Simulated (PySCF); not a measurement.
A run for PySCF: R-HF/3-21G on C2H5FO (a complex), monomers drawn apart or pushed together.

```python
from pyscf import gto, scf, dft, mp
from pyscf.data.elements import chemcore

mol = gto.M(
    atom='''
    O     0.33121130   -0.11506841   -0.57489067
    H     0.03161926   -0.85918360   -1.10668009
    H    -0.36169966    0.02173450    0.08274896
    C     0.98339759   -0.65298398    2.49991143
    C    -0.28857156   -0.44597534    2.76435999
    F    -1.18060437   -0.11949957    1.78992616
    H     1.37563024   -0.57352153    1.49471974
    H     1.64900972   -0.90758084    3.31169928
    H    -0.77219074   -0.50038747    3.72968369
    ''',
    basis='3-21g',
    charge=0, spin=0, verbose=3, max_memory=1800)
mf = scf.RHF(mol)
mf.conv_tol = 1e-8
mf.max_cycle = 100
mf.kernel()
if not mf.converged:
    mf = mf.newton().run(mf.mo_coeff, mf.mo_occ)
```

Question: What total energy does the run end on?

Answer: -251.5207 hartree.
